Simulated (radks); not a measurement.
The numbers below are computed, except where a source is named.
Q: Ionisation of neutral silicon, [Ne] 3s2 3p2, to Si+, [Ne] 3s2 3p1, under several functionals. Scalar-relativistic Kohn-Sham, spin-polarised, spherical densities, finite nucleus; open shells are filled with parallel spins first; a radial shooting solver on a logarithmic mesh with Libxc functionals. The NIST Atomic Spectra Database gives 8.152 eV (measured). Rank these functionals by the error of their Delta-SCF ionisation energy: SOGGA; LDA (Slater exchange, Perdew-Wang correlation); RPBE; revPBE; TASK exchange with Perdew-Wang LDA correlation; BLYP; r2SCAN.

A: From best to worst: SOGGA 8.172 eV (+0.021); revPBE 8.256 eV (+0.104); LDA (Slater exchange, Perdew-Wang correlation) 8.258 eV (+0.106); RPBE 8.265 eV (+0.113); BLYP 8.000 eV (-0.152); r2SCAN 8.413 eV (+0.261); TASK exchange with Perdew-Wang LDA correlation 8.634 eV (+0.483). Open shells are spherical and high-spin; term and fine-structure splittings are not resolved.
